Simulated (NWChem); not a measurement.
System: H₂PO₃, doublet; SMILES O=[P](O)O

Input file for NWChem:

```
start job
memory heap 200 mb stack 900 mb global 1100 mb
geometry units angstroms noautosym nocenter noautoz
  O      0.760631    -1.357583     0.282526
  P      0.120055    -0.157889    -0.320148
  O     -1.417506     0.170007     0.153010
  O      0.799567     1.260435     0.080210
  H     -1.956216    -0.632250     0.194155
  H      0.152342     1.979614     0.081580
end
basis spherical
  * library 6-31g*
end
dft
  odft
  mult 2
  xc m06-2x
  iterations 150
end
cosmo
  do_cosmo_smd true
  solvent meg
end
task dft energy
```

Parts of the log:

```
             Northwest Computational Chemistry Package (NWChem) 7.3.0
             --------------------------------------------------------

                             Geometry "geometry" -> ""
                             -------------------------

 Output coordinates in angstroms (scale by  1.889725989 to convert to a.u.)

  No.       Tag          Charge          X              Y              Z
 ---- ---------------- ---------- -------------- -------------- --------------
    1 O                    8.0000     0.76063100    -1.35758300     0.28252600
    2 P                   15.0000     0.12005500    -0.15788900    -0.32014800
    3 O                    8.0000    -1.41750600     0.17000700     0.15301000
    4 O                    8.0000     0.79956700     1.26043500     0.08021000
    5 H                    1.0000    -1.95621600    -0.63225000     0.19415500
    6 H                    1.0000     0.15234200     1.97961400     0.08158000

 Effective nuclear repulsion energy (a.u.)     181.7730540119

                                 NWChem DFT Module
                                 -----------------

 Summary of "ao basis" -> "ao basis" (spherical)
 ------------------------------------------------------------------------------
       Tag                 Description            Shells   Functions and Types
 ---------------- ------------------------------  ------  ---------------------
 O                           6-31g*                  6       14   3s2p1d
 P                           6-31g*                  8       18   4s3p1d
 H                           6-31g*                  2        2   2s

 in cosmo_initialize ...
 calling solv_data for solv:meg

 solvent parameters
 solvname_short: meg
 solvname_long:  1,2-ethanediol
 dielec:       40.2450
 dielecinf:     2.0501
 nonaqueous SMD model solvent descriptors
 dielec:       40.2450
 sola:          0.5800
 solb:          0.7800
 solc:          0.0000
 solg:         69.0700
 solh:          0.0000
 soln:          1.4318

          ---------------
          -cosmo- solvent
          ---------------
 Cosmo: York-Karplus, doi: 10.1021/jp992097l
 dielectric constant -eps-     =  40.24
 screen = (eps-1)/(eps    )    =   0.97515
 surface charge correction     = lagrangian

   van der Waals surface
 --------------------------

 ---------- ATOMIC COORDINATES (A.U.) ------------ VDWR(ANG.) --
     1    1.43738417   -2.56545988    0.53389672     1.520
     2    0.22687105   -0.29836695   -0.60499200     2.120
     3   -2.67869793    0.32126665    0.28914697     1.520
     4    1.51096254    2.38187678    0.15157492     1.520
     5   -3.69671221   -1.19477926    0.36689975     1.200
     6    0.28788464    3.74092802    0.15416385     1.200
 number of segments per atom =        128
 number of   points per atom =        128
 atom (   nspa,  nppa )
 ----------------------
    1 (     72,     0 )       0
    2 (     77,     0 )       0
    3 (     59,     0 )       0
    4 (     59,     0 )       0
    5 (     70,     0 )       0
    6 (     65,     0 )       0
 number of -cosmo- surface points =      402
 molecular surface =     83.187 angstrom**2
 molecular volume  =     63.553 angstrom**3
 -lineq- algorithm             =   0
 -bem- low  level              =   3
 -bem- from -octahedral-
 gaussian surface charge width =   4.50000
 degree of switching           =   1.00000
 switching function tolerance  =   0.00010
 atomic radii =
 --------------
    1  8.000  1.520
    2 15.000  2.120
    3  8.000  1.520
    4  8.000  1.520
    5  1.000  1.200
    6  1.000  1.200
 ...... end of -cosmo- initialization ......

 nat:                     6
 ixmem:                  2111
 calling mnsol_interface()
 G(SMD-CDS) energy (kcal/mol)  =     5.531
 SMD-CDS SASA (angstrom**2)    =   109.353

            General Information
            -------------------
          SCF calculation type: DFT
          Wavefunction type:  spin polarized.
          No. of atoms     :     6
          No. of electrons :    41
           Alpha electrons :    21
            Beta electrons :    20
          Charge           :     0
          Spin multiplicity:     2
          Use of symmetry is: off; symmetry adaption is: off
          Maximum number of iterations: 150
          AO basis - number of functions:    64
                     number of shells:    30
          Convergence on energy requested:  1.00D-06
          Convergence on density requested:  1.00D-05
          Convergence on gradient requested:  5.00D-04

[...]

                                COSMO-SMD solvation results
                                ---------------------------

             internal energy in gas <Psi(g)|H|Psi(g)> =      -568.094515939883
         internal energy in solvent <Psi(s)|H|Psi(s)> =      -568.089003995336
                               delta internal energy  =         0.005511944547 (    3.46 kcal/mol)
   total free energy in solvent <Psi(s)|H+V/2|Psi(s)> =      -568.122430463479
 polarization energy contribution <Psi(s)|V/2|Psi(s)> =        -0.033426468143 (  -20.98 kcal/mol)
    total free energy in solvent including G(SMD-CDS) =      -568.113615994363
                       G(SMD-CDS) energy contribution =         0.008814469116 (    5.53 kcal/mol)
     1 M fixed-concentration free energy of solvation =        -0.019100054480 (  -11.99 kcal/mol)

                    DFT Final Alpha Molecular Orbital Analysis
                    ------------------------------------------

 Vector   19  Occ=1.000000D+00  E=-4.217647D-01
              MO Center=  5.0D-01, -6.8D-01,  1.5D-01, r^2= 2.2D+00
   Bfn.  Coefficient  Atom+Function         Bfn.  Coefficient  Atom+Function
  ----- ------------  ---------------      ----- ------------  ---------------
     5      0.373892  1 O  pz                 4      0.352909  1 O  py
     9      0.285891  1 O  pz                 8      0.249452  1 O  py
    51     -0.247002  4 O  pz                37     -0.197033  3 O  pz
    55     -0.193975  4 O  pz                41     -0.159038  3 O  pz
    23      0.128610  2 P  pz                50      0.122837  4 O  py

 Vector   20  Occ=1.000000D+00  E=-4.073198D-01
              MO Center=  2.9D-01, -8.8D-01,  1.8D-01, r^2= 2.0D+00
   Bfn.  Coefficient  Atom+Function         Bfn.  Coefficient  Atom+Function
  ----- ------------  ---------------      ----- ------------  ---------------
     3      0.507119  1 O  px                 7      0.375420  1 O  px
    35      0.197970  3 O  px                36     -0.191309  3 O  py
    39      0.151492  3 O  px                40     -0.147366  3 O  py
     4      0.141769  1 O  py                37      0.132555  3 O  pz
    25      0.121081  2 P  px                 8      0.114510  1 O  py

 Vector   21  Occ=1.000000D+00  E=-3.007341D-01
              MO Center=  1.3D-01, -2.0D-01, -4.6D-01, r^2= 2.3D+00
   Bfn.  Coefficient  Atom+Function         Bfn.  Coefficient  Atom+Function
  ----- ------------  ---------------      ----- ------------  ---------------
    24      0.572806  2 P  s                 23     -0.458929  2 P  pz
     5      0.321554  1 O  pz                20      0.299014  2 P  s
     9      0.276036  1 O  pz                37      0.221467  3 O  pz
    51      0.219395  4 O  pz                41      0.202414  3 O  pz
    55      0.200261  4 O  pz                52     -0.166487  4 O  s

 Vector   22  Occ=0.000000D+00  E= 9.601942D-02
              MO Center=  1.7D-01, -5.6D-02, -3.6D-01, r^2= 3.5D+00
   Bfn.  Coefficient  Atom+Function         Bfn.  Coefficient  Atom+Function
  ----- ------------  ---------------      ----- ------------  ---------------
    25      0.820109  2 P  px                52     -0.690291  4 O  s
    38      0.479210  3 O  s                 21      0.463701  2 P  px
    64      0.431720  6 H  s                 26      0.327981  2 P  py
     7     -0.288238  1 O  px                 3     -0.223220  1 O  px
    22      0.200942  2 P  py                40     -0.200099  3 O  py

 Vector   23  Occ=0.000000D+00  E= 1.174630D-01
              MO Center= -7.4D-01,  2.6D-01,  2.7D-01, r^2= 4.2D+00
   Bfn.  Coefficient  Atom+Function         Bfn.  Coefficient  Atom+Function
  ----- ------------  ---------------      ----- ------------  ---------------
    38      0.816907  3 O  s                 62     -0.776047  5 H  s
    52      0.670725  4 O  s                 24     -0.664585  2 P  s
    64     -0.662607  6 H  s                 27     -0.415766  2 P  pz
    23     -0.290881  2 P  pz                53     -0.288590  4 O  px
    40     -0.263822  3 O  py                 6      0.234329  1 O  s

 Vector   24  Occ=0.000000D+00  E= 1.306580D-01
              MO Center=  1.2D-01, -3.1D-01, -4.9D-01, r^2= 3.2D+00
   Bfn.  Coefficient  Atom+Function         Bfn.  Coefficient  Atom+Function
  ----- ------------  ---------------      ----- ------------  ---------------
    26      1.167442  2 P  py                 6      0.889214  1 O  s
    25     -0.462353  2 P  px                24     -0.413839  2 P  s
    22      0.379908  2 P  py                38     -0.313269  3 O  s
    27     -0.272190  2 P  pz                64     -0.213835  6 H  s
     8      0.180811  1 O  py                 9     -0.179933  1 O  pz

                     DFT Final Beta Molecular Orbital Analysis
                     -----------------------------------------

 Vector   18  Occ=1.000000D+00  E=-4.307935D-01
              MO Center= -2.9D-01,  6.0D-01,  1.1D-01, r^2= 2.2D+00
   Bfn.  Coefficient  Atom+Function         Bfn.  Coefficient  Atom+Function
  ----- ------------  ---------------      ----- ------------  ---------------
    37      0.427616  3 O  pz                51     -0.418313  4 O  pz
    41      0.340369  3 O  pz                55     -0.333679  4 O  pz
    35      0.112849  3 O  px                49      0.100650  4 O  px
     3     -0.097535  1 O  px                39      0.091137  3 O  px
     7     -0.089406  1 O  px                50      0.070546  4 O  py

[...]
```

Level: M06-2X/6-31G* (spherical d), spin-unrestricted, SMD on the gas-phase geometry. Coordinates come from a PBE0/def2-SVP, spin-unrestricted optimisation. No stability test was run on the SCF state. Solvent: ethylene glycol.
